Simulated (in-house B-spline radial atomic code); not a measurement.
Results of a calculation; reference values are marked as such.
**Softness against transferability: the 2p channel of Al**

Al, [Ne] 3s2 3p1, non-relativistic LDA (VWN5), spherical and spin-unpolarised, from an all-electron radial atomic-structure program (B-spline basis) (atomic units). The all-electron 2p level is ε = -2.564018 hartree and its outer maximum at 0.43 bohr.

Troullier-Martins pseudo-orbitals are made for several radii. The cutoffs (hartree) are the plane-wave energies beyond which the orbital holds less than the named kinetic energy per electron. The phase error is the difference, pseudo minus all-electron, of arctan(R P'/P) at R = 1.2 bohr for all radii, half a hartree below and above the level.

```tsv
r_c (bohr)	V_l(0) (hartree)	cutoff for 10 mEh	for 1 mEh	for 0.1 mEh	phase error at ε − 0.5 (mrad)	at ε + 0.5 (mrad)
0.48	-58.56	188	245	442	+0.2	+0.1
0.56	-49.31	153	195	344	+0.5	+0.1
0.65	-41.75	124	157	273	+1.2	+0.4
0.73	-36.68	105	132	229	+2.4	+0.7
0.81	-32.66	90.9	112	198	+4.4	+1.3
0.9	-29.04	77.9	96.3	173	+8.3	+2.3
```

(1) Which radius needs the lowest cutoff for 0.1 mEh while both phase errors stay within 2.5 mrad?

(2) What does the larger radius buy, and what does it cost?

Results:

(1) The radii within that limit are 0.48, 0.56, 0.65, 0.73 bohr; of these r_c = 0.73 needs the least, 229 hartree, that is 458 Ry or 6231 eV.

(2) From r_c = 0.48 to 0.9 bohr the cutoff for 1 mEh goes from 245 to 96.3 hartree, a factor of 2.54, against 3.52 for a pure 1/r_c² scaling, end to end; step by step it is 245, 195, 157, 132, 112, 96.3, and for 0.1 mEh 442, 344, 273, 229, 198, 173; the number of plane waves goes as the cutoff to the power 3/2, here a factor of 4.1. The larger of the two phase errors is least at r_c = 0.48 bohr, 0.2 mrad; it is 0.2 at the smallest radius and 8.3 at the largest. These errors test the reference atom alone. Large radii also let the cores of neighbours overlap, which an atom doesn't show.
